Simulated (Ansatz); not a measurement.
Calculated with Ansatz (gas phase, PBE0-D4/def2-TZVP geometries, no zero-point term in ΔE). CCSD(T)/CBS is the MP2 limit (def2-TZVPP, def2-QZVPP) plus CCSD(T) − MP2 in def2-TZVPP, frozen cores. Functionals use def2-TZVPP. Elements past krypton have def2 core potentials. For Br, Sb outer-core shells are correlated without core-valence functions, which leaves a few kJ/mol of doubt a bond. Scalar relativity is left out up to krypton.

Reaction (cleavage of the B–Sb bond): `Cl[BH][SbH2]` + HBr → `ClBBr` + `[SbH3]`

```
       level  ΔE (eV)
      PBE-D4    -0.77
     BLYP-D4    -0.79
      revPBE    -0.78
MP2/def2-SVP    -0.88
```

(1) What does CCSD(T)/CBS give? (An estimate is asked.)

(2) What do rigid-rotor, harmonic-oscillator terms from PBE0-D4/def2-TZVP frequencies (298.15 K, 1 bar) make of the CCSD(T)/CBS value? (An estimate is asked.)

Largest T1 diagnostic among the species: 0.015.

Results:

(1) Computed: -0.74 eV. The listed levels differ from it by -0.03, -0.05, -0.04, -0.14 eV.

(2) The calculation gave: ΔZPE = +0.01 eV, ΔH = -0.75 eV, ΔS = 2 J/(mol·K), ΔG = -0.75 eV.

In def2-TZVPP, CCSD(T) changes the Hartree–Fock value by +0.06 eV (the triples alone add +0.00 eV) and MP2 by +0.05 eV. At CCSD(T), def2-SVP lies −0.10 eV from the extrapolated value and def2-TZVPP −0.03 eV. Leaving LDA and LC-ωPBE aside and taking each functional with its dispersion term where it has one, the values, not all of them listed here, spread over 0.12 eV, from B97M-V to HSE06-D4.
